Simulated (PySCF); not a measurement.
A GIAO shielding run with PySCF 2.14.0 with density-fitted response routines (density fitting, non-relativistic, gas phase) on SMILES CCC1C[C@@H](F)[C@H](F)C1, C7H12F2:

```
$ OMP_NUM_THREADS=1 python probes_run.py task.json out

{"job": {"kind": "nmr", "xc": "PBE0", "basis": "pcSseg-1"}, "charge": 0, "multiplicity": 1}
C      2.627700     0.541236     0.459883
C      1.668913    -0.362371    -0.306402
C      0.244111     0.183017    -0.331355
C     -0.706680    -0.681499    -1.168150
C     -2.110911    -0.341171    -0.664092
F     -2.875064    -1.481287    -0.539169
C     -1.927152     0.325176     0.711569
F     -2.291125     1.654227     0.620152
C     -0.441644     0.213825     1.039220
H      2.345786     0.604797     1.507464
H      2.623398     1.544674     0.040858
H      3.640359     0.150002     0.402393
H      2.018973    -0.466903    -1.335817
H      1.667334    -1.356765     0.145996
H      0.255420     1.198735    -0.739460
H     -0.598837    -0.508853    -2.236702
H     -0.521262    -1.738480    -0.967822
H     -2.663633     0.326354    -1.333527
H     -2.586207    -0.119303     1.463999
H     -0.256102    -0.718641     1.572934
H     -0.122300     1.050174     1.657558
```

Hardware: 1 thread of an Arm Neoverse N1, shared host. The job also computes population analyses, field gradients, ring-centre shieldings.

Q: How large is the calculation?

A: 72 electrons, 213 basis functions and 1099 auxiliary functions.

Q: How long does it take, and how much memory does it need?

A: 78 s of wall time, with 13 SCF cycles and 4 response iterations; peak memory 1 GiB. Times on a shared host scatter by some tens of per cent.
